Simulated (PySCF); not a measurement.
## How good is the calculation?

Bonds (- single, = double, # triple, : aromatic): C1-C2, C2=O3, C2-C4, C4:C5, C5:C6, C6:N7, N7:C8, C8:C9, C9:C4. C1 carries H10, H11, H12; C5 carries H13; C6 carries H14; C8 carries H15; C9 carries H16.

Calculated, not measured (PySCF 2.14): GIAO PBE0/pcSseg-1 shieldings, GFN2-xTB geometry. No relativistic terms, single conformer, isolated molecule, one averaged value for each set of equivalent atoms.

Reference values: estimated from measurements, as parent shift plus tabulated substituent increment (solution, not stated per compound (mostly CDCl3 or CCl4); Pretsch, Buehlmann, Badertscher, Structure Determination of Organic Compounds, 4th ed. (2009)).
| atoms | quantity | reference | computed | computed, scaled |
| --- | --- | --- | --- | --- |
| C6/C8 | δ ¹³C | 151.4 | 157.2 | 151.0 |
| C4 | δ ¹³C | 142.5 | 145.3 | 139.4 |
| C5/C9 | δ ¹³C | 121.0 | 126.4 | 121.0 |
| H14/H15 | δ ¹H | 8.80 | 9.23 | 8.80 |
| H13/H16 | δ ¹H | 7.75 | 7.94 | 7.58 |

Computed shifts are σ(ref) − σ with the named reference compound (TMS for H and C) calculated as an isolated molecule at the same level. The measured values may be among those fitted. Shieldings were converted by linear fits to measured shifts (mostly CDCl3, TMS scale, for H and C): ¹³C (scatter 2.1 ppm rms, 2.3 ppm with the 13 outliers that the fit left out); ¹H (scatter 0.17 ppm rms, 0.18 ppm with the 4 outliers that the fit left out). Occasional misses reach two or three times the rms, and more in compound classes unlike the fitted ones.

Task: How far are the unscaled ¹³C shifts from the references?

Result: Mean signed difference +4.67 ppm, mean absolute 4.67 ppm over 3 comparisons; the largest is +5.8 ppm at C6/C8 (aromatic CH next to a ring nitrogen).

Task: How far are the unscaled ¹H shifts from the references?

Result: Mean signed difference +0.31 ppm, mean absolute 0.31 ppm over 2 comparisons; the largest is +0.43 ppm at H14/H15 (hydrogen on an aromatic CH next to a ring nitrogen).
